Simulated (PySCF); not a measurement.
C₄H₂ClF.

```xyz
8

C      2.2301    -1.1645     0.0000
C      1.1665    -0.5890     0.0000
C     -0.0875     0.1009     0.0000
Cl    -0.0480     1.8372     0.0000
C     -1.2760    -0.5162     0.0000
F     -1.3691    -1.8387     0.0000
H      3.1753    -1.6794     0.0000
H     -2.2355     0.0081     0.0000
```

Coordinates come from a ωB97X-D3(BJ)/def2-SVP optimisation. The structure was generated by enumeration; whether it is a known compound was not checked.

Method: KT2/pcSseg-1 (PySCF). Non-relativistic, no solvent.

Computed absolute GIAO shielding of each atom: isotropic value and principal components (ppm):
```csv
atom,σ(iso),σ11,σ22,σ33,span
C1,94.6,38.6,57.1,188.0,149.4
C2,110.6,17.9,23.6,290.3,272.4
C3,76.9,9.6,103.7,117.6,108.0
Cl4,743.7,599.2,605.9,1025.8,426.6
C5,26.3,-60.4,60.8,78.4,138.8
F6,263.4,185.5,226.8,377.8,192.3
H7,27.4,23.8,24.0,34.3,10.5
H8,23.9,21.3,22.8,27.6,6.3
```
